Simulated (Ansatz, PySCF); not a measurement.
Reaction (SMILES): CN[SiH3] -> [NH][SiH3] + [CH3] (CH3) (the C-N bond at the site shown breaks; other sites are not compared here)
Geometries: B3LYP-D3(BJ)/def2-TZVP minima from Ansatz (a program for electronic structure).
Geometry of the first species:
SMILES: [SiH3]NC
```xyz
10

C     -1.6126     0.4066    -0.4022
N     -0.4868     0.2290     0.5037
Si     1.0678    -0.2976    -0.0086
H     -2.1571    -0.5221    -0.6138
H     -1.2533     0.8015    -1.3549
H     -2.3225     1.1326     0.0005
H     -0.7619     0.0269     1.4522
H      1.1173    -1.6794    -0.5665
H      1.5478     0.6091    -1.0798
H      1.9631    -0.2452     1.1702
```
Charge 0, spin multiplicity 1.

Wanted: bond dissociation energy (enthalpy at 298 K, with B3LYP-D3(BJ) rigid-rotor harmonic-oscillator terms from PySCF), in kJ/mol. Cores are frozen in the correlated levels unless marked. UHF or UKS for open shells. Spin-orbit coupling is left out. No relativistic terms. Basis-set limits of correlation are two-point, X^-3; Hartree-Fock from the larger set. The bracket is a focal-point correction in the basis named.

```json
[
 {"level": "HF/aug-cc-pV(D+d)Z", "program": "Ansatz", "bond dissociation energy (kJ/mol)": "220.1", "minus last row": "-152.1"},
 {"level": "SVWN5/def2-TZVPD", "program": "Ansatz", "bond dissociation energy (kJ/mol)": "451.4", "minus last row": "79.2"},
 {"level": "r2SCAN-D4/def2-TZVPD", "program": "Ansatz + dftd4", "bond dissociation energy (kJ/mol)": "335.7", "minus last row": "-36.5"},
 {"level": "RI-MP2/aug-cc-pV(T+d)Z", "program": "Ansatz", "bond dissociation energy (kJ/mol)": "394.2", "minus last row": "22.0"},
 {"level": "CCSD/aug-cc-pV(D+d)Z", "program": "Ansatz", "bond dissociation energy (kJ/mol)": "338.3", "minus last row": "-33.9"},
 {"level": "CCSD(T)/aug-cc-pV(D+d)Z", "program": "Ansatz", "bond dissociation energy (kJ/mol)": "347.6", "minus last row": "-24.6"},
 {"level": "RI-MP2/CBS(aug-cc-pV(T+d)Z,aug-cc-pV(Q+d)Z)+[CCSD(T)-MP2]/aug-cc-pV(T+d)Z", "program": "Ansatz", "bond dissociation energy (kJ/mol)": "372.2", "minus last row": "0.0"}
]
```
